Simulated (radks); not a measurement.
Excited configurations of Sn3+: one electron is placed in a higher orbital outside [Kr] 4d10. The ground configuration is [Kr] 4d10 5s1. Method: scalar-relativistic Kohn-Sham, r2SCAN, spin-polarised, spherical densities, finite nucleus; open shells are filled with parallel spins first (spin-orbit coupling, left out, can overturn this in heavy ions); meta-GGA in the generalised Kohn-Sham scheme; Fermi nuclear charge, rms radius 4.6519 fm; computed with a radial shooting solver on a logarithmic mesh with Libxc functionals. Excitation = E - E(ground); binding = E(ion) - E, where the ion is the core of charge +4; n* = 4/sqrt(2 binding) in atomic units, and the quantum defect is n - n*.

outer orbital  excitation (eV)  binding (eV)     n*  eigenvalue (eV)
4f                      26.455        14.499  3.875          -11.997
5p                       9.473        31.480  2.630          -27.752
5d                      20.937        20.016  3.298          -17.334
5f                      31.183         9.770  4.720           -8.361
6s                      21.279        19.674  3.326          -17.691
6p                      24.603        16.350  3.649          -14.655
6d                      29.192        11.761  4.302          -10.398
6f                      34.075         6.878  5.626           -6.017
7s                      29.328        11.625  4.327          -10.510
7p                      30.857        10.097  4.643           -9.093
7d                      33.178         7.775  5.291           -6.941
7f                      35.899         5.054  6.563           -4.479

The Delta-SCF ionisation energy is 40.953 eV (NIST Atomic Spectra Database: 40.74 eV, measured). Self-interaction in the functional shifts the binding energies and quantum defects, so they are the method's values and not measured ones.
